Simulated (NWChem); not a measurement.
# InHSeCl$_{2}$; SMILES [Cl][In]([Cl])[SeH]

```xyz
5

In     0.0108    -0.3833     0.0000
Cl     1.9649    -1.6591     0.0000
Cl    -2.0034    -1.5708     0.0000
Se     0.0457     2.1047     0.0000
H     -1.4276     2.1310     0.0000
```
Atoms are numbered in this order, from 1.

Results from NWChem. The geometry was optimised at PBE0/def2-SVP. def2 effective core potentials on In; no spin-orbit coupling. Level MN15/def2-SVP: energy and gradient on several grids; changes count from the extra-fine grid, which is no exact limit either.

```csv
grid,size of the energy change (μHa),largest change of a gradient component (μHa/bohr)
xcoarse,3000,5000
coarse,50,200
medium,10,90
fine,< 10,30
xfine,< 10,< 30
```
